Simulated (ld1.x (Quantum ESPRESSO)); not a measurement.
**Cutoff test, tellurium, TM semilocal**

ld1.x (Quantum ESPRESSO) 7.5 input, shortened:

```
&input
   title='Te', zed=52., rel=1, dft='PBE', iswitch=3,
   config='[Kr] 4d10 5s2 5p3.5 5d-2'
 /
 &inputp
   pseudotype=1, tm=.true., lloc=0,
   nlcc=.true., rcore=1.30
 /
3
5P  2  1   3.50   0.00  1.85  1.85  0.0
5D  3  2  -2.00   0.50  2.50  2.50  0.0
5S  1  0   2.00   0.00  1.45  1.45  0.0
 &test
   configts(1)='5s2 5p3.5'
 /
```

The pseudo-atom Hamiltonian at the reference potential is diagonalised in spherical Bessel functions j_l(qr) that vanish at 20 bohr, with q² up to the cutoff. All-electron valence levels (Ry): 5p -0.7120, 5s -1.4066.

Q: How do the lowest levels (Ry) of each channel move with the cutoff, and are there ghosts?

A:

```tsv
cutoff (Ry)	p #1	p #2	d #1	d #2	s #1	Σ f·Δε (mRy)
8	-0.6976	-0.0866	-0.0812	0.0159	-1.2929	278.0
12	-0.7071	-0.0875	-0.0812	0.0159	-1.3084	213.7
18	-0.7098	-0.0878	-0.0813	0.0159	-1.3250	171.1
25	-0.7106	-0.0878	-0.0813	0.0159	-1.3630	92.3
35	-0.7118	-0.0880	-0.0813	0.0158	-1.3973	19.5
50	-0.7119	-0.0880	-0.0813	0.0158	-1.4004	12.9
60	-0.7120	-0.0880	-0.0813	0.0158	-1.4033	6.9
80	-0.7120	-0.0880	-0.0813	0.0158	-1.4052	2.8
100	-0.7120	-0.0880	-0.0813	0.0158	-1.4057	1.9
120	-0.7120	-0.0880	-0.0813	0.0158	-1.4062	0.8
160	-0.7120	-0.0880	-0.0813	0.0158	-1.4064	0.4
400	-0.7120	-0.0880	-0.0813	0.0158	-1.4066	0.0
```

Result: no extra level below or beside the all-electron valence levels (p, d, s tested); the semilocal form is local in each channel, so this says nothing of the separable form that plane-wave codes build from it; 10 mRy is reached at 55 Ry and 1 mRy at 120 Ry.
